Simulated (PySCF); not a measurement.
## Frontier orbitals and the lowest excitations

Compound: (NaBr)2 ring, Na₂Br₂.
Z-matrix (Å and degrees, PBE0-D3(BJ)/def2-SVP geometry), rows numbered from 1:
```
Na
Br  1  2.6866
Na  2  2.6902  1   75.14
Br  3  2.6875  2  104.83  1    -0.19
```

Method used: PySCF 2.14.0, density-fitted response routines, TDDFT CAM-B3LYP/def2-SVPD, vertical, gas phase, core orbitals frozen in the response. The CAM-B3LYP/def2-SVPD calculation is non-relativistic and has no spin–orbit coupling, an omission that weighs most on bromine.

Frontier orbitals with the atoms that hold most of them (Löwdin shares over 4%, at most four atoms; ? is withheld):

```csv
orbital,ε (eV),atoms
LUMO+2,0.60,"Na3 46%, Na1 45%, Br4 5%, Br2 5%"
LUMO+1,-0.23,"Na1 45%, Na3 44%, Br4 6%, Br2 6%"
LUMO,?,?
HOMO,-8.38,?
HOMO-1,-8.50,"Br2 46%, Br4 46%"
HOMO-2,-8.54,"Br4 46%, Br2 46%"
HOMO-3,-8.75,"Br2 46%, Br4 46%, Na3 4%, Na1 4%"
```

Problem. Which atoms hold the LUMO, and with what shares?

Solution. Na3 (bonded to 2 Br) 45%; Na1 (bonded to 2 Br) 44%; Br4 (bonded to 2 Na) 5%; Br2 (bonded to 2 Na) 5%. By element: sodium 89%, bromine 11%.

Problem. Give the leading atoms of the HOMO.

Solution. Br2 (bonded to 2 Na) 48%; Br4 (bonded to 2 Na) 48%.

Problem. What is the LUMO energy, and the HOMO–LUMO gap?

Solution. ε(LUMO) = -0.62 eV; the gap is 7.76 eV (0.2850 hartree).

Problem. How does S1 compare with the orbital gap of 7.76 eV?

Solution. S1 is at 5.20 eV (f = 0.0000), 2.56 eV below the gap, made of HOMO→LUMO (92%). Without the coupling terms of the response equations the lowest excitation would equal the gap.

Problem. Give energy, strength and leading configuration of S1, S2, S3, S5, S7 and S8, and follow the Löwdin shares of the leading atoms from the occupied to the empty orbital.

Solution. 
- S1 (5.20 eV, f 0.0000), HOMO→LUMO (92%): Br2 48% → 5%, Br4 48% → 5%, Na3 at most 4% → 45%, Na1 at most 4% → 44%
- S2 (5.39 eV, f 0.094), HOMO-2→LUMO (92%): Br4 46% → 5%, Br2 46% → 5%, Na3 at most 4% → 45%, Na1 at most 4% → 44%
- S3 (5.42 eV, f 0.111), HOMO-1→LUMO (93%): Br2 46% → 5%, Br4 46% → 5%, Na3 at most 4% → 45%, Na1 at most 4% → 44%
- S5 (5.80 eV, f 0.0000), HOMO→LUMO+1 (91%): Br2 48% → 6%, Br4 48% → 6%, Na1 at most 4% → 45%, Na3 at most 4% → 44%
- S7 (5.94 eV, f 0.0000), HOMO-1→LUMO+1 (92%): Br2 46% → 6%, Br4 46% → 6%, Na1 at most 4% → 45%, Na3 at most 4% → 44%
- S8 (5.96 eV, f 0.0000), HOMO-2→LUMO+1 (90%): Br4 46% → 6%, Br2 46% → 6%, Na1 at most 4% → 45%, Na3 at most 4% → 44%

Löwdin shares depend on the basis, the more so with diffuse functions.

On an x86-64 server with one thread, shared host, this took 47 s of wall time.
